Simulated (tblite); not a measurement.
Species: C6H6F3O (doublet state).
Z-matrix (Å and degrees, GFN2-xTB geometry), rows numbered from 1:
```
C 
C   1  1.3284
O   2  1.3487  1  121.26
C   3  1.3352  2  119.99  1  -179.87
C   4  1.3815  3  121.68  2  -179.00
C   5  1.3730  4  127.05  3    -0.06
F   6  1.3520  5  122.18  4    -0.20
C   6  1.4892  5  124.13  4   179.47
F   8  1.3635  6  111.71  5    57.94
F   8  1.3642  6  111.66  5   -58.88
H   1  1.0746  2  120.80  3     0.13
H   1  1.0725  2  120.91  3  -179.86
H   2  1.0865  1  122.65  3   179.84
H   4  1.0836  3  117.86  2     0.81
H   5  1.0786  4  117.22  3   179.98
H   8  1.0998  6  112.13  5   179.56
```

Calculated harmonic vibrations of the isolated species, GFN2-xTB (tblite), most abundant isotopes, no scaling. The method is semi-empirical: single wavenumbers can be off by several per cent or more. One conformer, not necessarily the lowest. Open shells enter through the occupations alone, without spin polarisation, and single modes of such species can be off by tens of per cent.

Harmonic wavenumbers (cm⁻¹): 34.6, 53.5, 76.7, 112.5, 140.6, 161.8, 205.9, 242.1, 352.2, 389.3, 450.1, 482.8, 518.8, 568.0, 659.8, 716.2, 741.6, 830.5, 842.8, 849.3, 930.5, 958.2, 984.1, 1026.1, 1084.5, 1170.4, 1181.0, 1233.3, 1247.5, 1262.0, 1298.5, 1315.1, 1363.6, 1450.4, 1521.5, 1648.7, 2914.6, 3009.2, 3037.2, 3112.1, 3137.5, 3181.0.

A = 3705, B = 537.8, C = 511.7 MHz; mass 151.037 u (most abundant isotopes); point group Cs, symmetry number 1; spin multiplicity 2.

Task: What is the zero-point energy?

Result: ½Σν̃ = 23248 cm⁻¹ = 278.11 kJ/mol.

Task: Entropy at 500 K, 1 bar (ideal gas, RRHO, classical rotation)?

Result: Translation 182.18, rotation 132.53, vibration 224.33, spin (R ln 2) 5.76: S = 544.8 J/(mol K).

Task: And Cp and H(500 K) − H(0)?

Result: Cp = 228.56 J/(mol K), of which vibrations give 195.30 (their classical limit is 42 R = 349.2); H(500 K) − H(0) = 70.70 kJ/mol without the zero-point energy, 54.07 from vibrations.

Task: Which modes carry the vibrational entropy at 500 K?

Result: 34.6 cm⁻¹: 27.50; 53.5 cm⁻¹: 23.88; 76.7 cm⁻¹: 20.89; 112.5 cm⁻¹: 17.73; 140.6 cm⁻¹: 15.89; 161.8 cm⁻¹: 14.75 J/(mol K); the other 36 give 103.69 together.

Task: How do the functions run with temperature in this model?

Result: 
| T (K) | S (J/(mol K)) | Cp (J/(mol K)) | H − H(0) (kJ/mol) | G − H(0) (kJ/mol) | ln q(vib) |
| --- | --- | --- | --- | --- | --- |
| 50 | 264.2 | 62.5 | 2.31 | -10.90 | 0.89 |
| 100 | 315.3 | 86.2 | 6.06 | -25.47 | 2.52 |
| 298.15 | 443.9 | 163.0 | 30.75 | -101.61 | 8.51 |
| 373.15 | 483.5 | 190.4 | 44.02 | -136.41 | 10.59 |
| 750 | 647.7 | 277.9 | 134.59 | -351.22 | 20.16 |
| 1000 | 732.1 | 307.6 | 208.06 | -524.02 | 25.71 |

q(vib) and H(0) count from the zero-point level.

Task: Blend soft modes into free rotors: weight 1/[1 + (100 cm⁻¹/ν̃)⁴] for the oscillator and the rest for a rotor with moment μB/(μ + B), μ = h/(8π²ν), B = 10⁻⁴⁴ kg m². What vibrational entropy results?

Result: 201.91 J/(mol K) in place of 224.33, which changes −T·S at 500 K by +11.21 kJ/mol.

Task: What must be added to the electronic energy to get the Gibbs energy at 500 K and 1 bar?

Result: ZPE + [H(500 K) − H(0)] − T·S = 278.11 + 70.70 − 272.40 = 76.41 kJ/mol.

Hindered rotation and anharmonicity are outside this model. Other conformers, if any are populated, would add a mixing term that is left out.
